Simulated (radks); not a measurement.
All-electron atom: the cerium ion Ce39+ in [Ar] 3d1. Calculated with a radial shooting solver on a logarithmic mesh with Libxc functionals: Dirac Kohn-Sham, LDA (Slater exchange, Perdew-Wang correlation), spin-unpolarised, spherical densities, finite nucleus; open shells are shared between the two j in proportion to 2j + 1; Fermi nuclear charge, rms radius 4.8771 fm.

Radial electron density D(r) = 4 pi r^2 rho(r):

```
   r/bohr * D(r) (the largest magnitude, 94, reaches the edge; | marks zero)
 0.001845 |    *
 0.002064 |    *
 0.002309 |     *
 0.002562 |       *
 0.002865 |        *
 0.003205 |         *
 0.003556 |           *
 0.003977 |             *
 0.004449 |               *
 0.004936 |                  *
 0.005521 |                    *
 0.006127 |                       *
 0.006853 |                          *
 0.007665 |                             *
 0.008505 |                                *
 0.009513 |                                   *
  0.01064 |                                      *
  0.01181 |                                        *
  0.01321 |                                          *
  0.01477 |                                            *
  0.01639 |                                            *
  0.01833 |                                            *
  0.02034 |                                            *
  0.02275 |                                           *
  0.02545 |                                         *
  0.02824 |                                        *
  0.03158 |                                       *
  0.03533 |                                       *
   0.0392 |                                        *
  0.04384 |                                          *
  0.04865 |                                             *
  0.05441 |                                                 *
  0.06086 |                                                    *
  0.06753 |                                                      *
  0.07554 |                                                      *
  0.08449 |                                                   *
  0.09375 |                                              *
   0.1049 |                                       *
   0.1173 |                                *
   0.1301 |                          *
   0.1456 |                       *
   0.1615 |                      *
   0.1807 |                       *
   0.2021 |                         *
   0.2242 |                          *
   0.2508 |                         *
   0.2805 |                     *
   0.3113 |                *
   0.3482 |          *
   0.3894 |     *
   0.4321 |  *
   0.4833 |*
   0.5363 |*
   0.5998 *
   0.6709 *
   0.7444 *
   0.8327 *
```

D(r) has 3 maxima, at r = 0.0173, 0.0709, 0.224 bohr, and minima at 0.0334, 0.159 bohr, inside which lie 2.02, 10.61 electrons.
